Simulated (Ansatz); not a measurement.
WS2(OH)2 (WS₂O₂H₂), relaxed as a singlet with RKS r2SCAN-D4/def2-SVP in Ansatz, starting from the GFN2-xTB geometry. Force threshold 0.02 eV/Å.

In the def2 sets W takes a core potential; there is no spin–orbit coupling.

Start:

```xyz
7

W     0.104   -0.143   -0.091
S     2.071    0.024   -1.028
S    -0.462   -2.237   -0.356
O    -1.052    0.849   -1.111
H    -1.614    1.286   -1.765
O     0.353    0.111    1.707
H     0.598    0.111    2.643
```

```csv
step,energy (eV),largest force component (eV/Å),SCF passes
1,-27615.8360,2.459,30
2,-27615.9657,0.816,39
3,-27616.0002,0.166,41
4,-27616.0173,0.261,34
5,-27616.1034,0.302,39
6 (rejected),-27615.6588,4.058,39
7,-27616.1396,0.157,33
8,-27616.1557,0.094,33
9 (rejected),-27616.1534,0.357,34
10,-27616.1593,0.052,34
11,-27616.1596,0.046,34
12,-27616.1600,0.121,34
13,-27616.1605,0.074,34
14,-27616.1612,0.038,34
15,-27616.1628,0.377,35
16,-27616.1713,0.218,40
17,-27616.1760,0.574,41
18,-27616.1826,0.367,33
19,-27616.1879,0.210,36
20,-27616.1910,0.169,33
21,-27616.2055,0.039,41
22 (rejected),-27616.1357,1.326,39
23,-27616.2133,0.054,35
24,-27616.2139,0.016,34
25 (rejected),-27616.2119,0.215,35
26,-27616.2148,0.060,34
27,-27616.2149,0.069,33
28,-27616.2151,0.005,35
```

Force components are those of the run's own axes.

End:

Cartesian coordinates in Å:
```
W 0.159 -0.214 -0.137
S 2.177 -0.009 -0.827
S -0.553 -2.188 -0.575
O -0.905 1.056 -1.026
H -1.775 0.873 -1.410
O 0.096 0.038 1.725
H 0.802 0.444 2.250
```

By distances, no bond broke or formed. The bond that changes most is W1–O4, from 1.83 to 1.88 Å (atoms count from 1).

The force fell under the threshold at step 24, but the optimiser went on. No frequencies were taken in this run, so the end may be a saddle point.

Hardware: 4 threads of Arm Neoverse V2 on a shared host. Wall time 95 s.
